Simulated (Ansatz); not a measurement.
```yaml
crystal:
  periodic: [false, false, false]
  atoms:
    - {symbol: Cd, position_ang: [-0.581622, -2.086557, 0.098402]}
    - {symbol: Cd, position_ang: [-0.093128, 2.239548, 0.186893]}
    - {symbol: Se, position_ang: [0.852479, -0.153860, -0.537876]}
basis:
  gaussian: {orbitals: STO-3G}
total_charge: 2
hamiltonian: {xc: {name: HF}}
correlation: {method: mp2, electrons: outside_noble_gas}
```

```sh
$ ansatz run in.yaml --threads 4 --pin off --events-out ev --progress --plain --max-ram 3916MiB
```

Output, abridged:

```
Functional definition: HF
890 factors; integrals over basis functions are off by at most 5.7e-4 eV
mean field evaluation 1: about -359087.0677 eV, gradient 2.4e1 eV
mean field evaluation 2: about -359087.0747 eV, gradient 2.4e1 eV
mean field evaluation 4: about -359092.0132 eV, gradient 2.1e0 eV
mean field evaluation 8: about -359092.0496 eV, gradient 1.6e-1 eV
mean field evaluation 16: about -359084.3055 eV, gradient 1.1e-1 eV
mean field evaluation 32: about -359092.0501 eV, gradient 1.0e-6 eV
mean field -359092.05008811 eV, -13196.3894394045 hartree, gradient 1.0e-6 eV, S^2 0.000000; 3 other end points of the search recorded, 0 dependent functions left out
50 core orbitals not correlated: weight in the atoms' cores, before any rotation towards them, 0.999 or more for the frozen orbitals, at most 0.000 for the correlated occupied ones
reference -359092.05008811 eV, -13196.3894394045 hartree; 14, 14 occupied and 8, 8 virtual orbitals, 890 factors
second order -1.06953784 eV of doubles, -0.00000000 eV of singles
Total energy: -359093.11962595 eV, -13196.4287441951 hartree
```

It took 1.6 s on 4 threads of Arm Neoverse V2 on a shared host.

Correlated methods freeze 50 core orbitals.
